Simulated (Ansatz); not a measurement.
Start from `C[Si](N)(Cl)Cl` and change one atom or group to get `C#C[Si](C)(Cl)Cl`.

Ansatz, PBE0-D4/def2-TZVP geometries, multiplicity 1. Each molecule was computed in one conformer, which needn't be the lowest.

```
                                      property  `C[Si](N)(Cl)Cl`
             LUMO energy (PBE/def2-TZVPP) / eV             -0.17
         HOMO energy (ωB97M-V/def2-TZVPP) / eV            -10.38
size of the dipole moment (PBE/def2-TZVPP) / D              2.39
           HOMO–LUMO gap (PBE/def2-TZVPP) / eV              6.38
         HOMO–LUMO gap (B3LYP/def2-TZVPP) / eV              8.08
zero-point energy (PBE0-D4/def2-TZVP) / kJ/mol             175.8
```

(1) What does the change do to each property? (An estimate is asked.)

Answers

(1) Computed: 
```json
{"property": "LUMO energy (PBE/def2-TZVPP) / eV", "`C#C[Si](C)(Cl)Cl`": "-1.51", "shift": "-1.34"}
{"property": "HOMO energy (ωB97M-V/def2-TZVPP) / eV", "`C#C[Si](C)(Cl)Cl`": "-10.86", "shift": "-0.48"}
{"property": "size of the dipole moment (PBE/def2-TZVPP) / D", "`C#C[Si](C)(Cl)Cl`": "2.11", "shift": "-0.28"}
{"property": "HOMO–LUMO gap (PBE/def2-TZVPP) / eV", "`C#C[Si](C)(Cl)Cl`": "5.83", "shift": "-0.55"}
{"property": "HOMO–LUMO gap (B3LYP/def2-TZVPP) / eV", "`C#C[Si](C)(Cl)Cl`": "7.58", "shift": "-0.50"}
{"property": "zero-point energy (PBE0-D4/def2-TZVP) / kJ/mol", "`C#C[Si](C)(Cl)Cl`": "157.9", "shift": "-17.9"}
```

With PBE0 the HOMO falls by 0.58 eV and the LUMO falls by 1.24 eV, so the gap narrows by about 0.66 eV. PBE moves the HOMO by -0.79 eV and ωB97M-V by -0.48 eV. Dipoles are sizes alone; their direction can turn.

B3LYP here is the variant with VWN-RPA as its local correlation; programs differ in this.
